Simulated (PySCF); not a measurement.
# Ti³⁺: interval between two levels

Ti³⁺ [Ar] 3d1 [2D5/2, M_J = 5/2] → Ti³⁺ [Ar] 4s1 [2S1/2, M_J = 1/2], as a difference of total energies. Computed with PySCF 2.14 in x2c-TZVPall-2c with one added diffuse shell each of s, p, d type (7s8p5d1f, 63 functions), with the two-component X2C-1e Hamiltonian. Correlated levels: [Ne] frozen. "Screened" scales the spin-orbit matrix elements by Boettger's factors to mimic the two-electron term; Breit and QED terms are absent.

```
                    method  interval between two levels (cm⁻¹)
           GHF (spin-free)                               82338
          GMP2 (spin-free)                               77904
 GHF (screened spin-orbit)                               82174
GMP2 (screened spin-orbit)                               77741
```
